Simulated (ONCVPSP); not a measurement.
# Au: what ONCVPSP 4.0.1 does with a changed input

Command:

```bash
oncvpsp.x < Au.dat > Au.out
```

Input:

```
# ATOM AND REFERENCE CONFIGURATION
# atsym  z   nc   nv     iexc    psfile
  Au 79.00   10    4        4      upf
#
#   n    l    f
    1    0    2.00
    2    0    2.00
    2    1    6.00
    3    0    2.00
    3    1    6.00
    3    2   10.00
    4    0    2.00
    4    1    6.00
    4    2   10.00
    4    3   14.00
    5    0    2.00
    5    1    6.00
    5    2   10.00
    6    1    1.00
#
# PSEUDOPOTENTIAL AND OPTIMIZATION
# lmax
    2
#
#   l,   rc,      ep,       ncon, nbas, qcut
    0    0.90    0.00    4    9    6.60
    1    1.60    0.00    3    7    7.80
    2    1.95    0.00    4    9    8.10
#
# LOCAL POTENTIAL
# lloc, lpopt,  rc(5),   dvloc0
    4    5    0.75    1.00
#
# VANDERBILT-KLEINMAN-BYLANDER PROJECTORs
# l, nproj, debl
    0    1    0.60
    1    2    2.80
    2    3    3.10
#
# MODEL CORE CHARGE
# icmod, fcfact, rcfact
    5    2.75    1.25
#
# LOG DERIVATIVE ANALYSIS
# epsh1, epsh2, depsh
   -6.00    5.00    0.04
#
# OUTPUT GRID
# rlmax, drl
    6.00    0.01
#
# TEST CONFIGURATIONS
# ncnf
    4
# nvcnf
#   n    l    f
    5
    5    0    2.00
    5    1    6.00
    5    2   10.00
    6    1    0.00
    6    0    1.00
#
    4
    5    0    2.00
    5    1    6.00
    5    2   10.00
    6    1    0.00
#
    4
    5    0    2.00
    5    1    6.00
    5    2    9.00
    6    1    0.00
#
    4
    5    0    2.00
    5    1    6.00
    5    2    8.00
    6    1    0.00
#
```

This is an input that runs to its end, with one change: model core set to icmod 5, fcfact 2.75, rcfact 1.25. The unchanged file is no sound one. Note: ghosts flagged at negative energy: s at -510.6 eV; GHOST(+) flagged for p at 60.5 eV. A true bound ghost makes a file unfit for plane-wave use.

Q: How does the run end?

A: The program refuses the input: "test_data: must have 0<= icmod <=4".

```
ONCVPSP  (Optimized Norm-Conservinng Vanderbilt PSeudopotential)
scalar-relativistic version 4.0.1

test_data: must have 0<= icmod <=4
ERROR: test_data found   1 ERROR; stopping
```
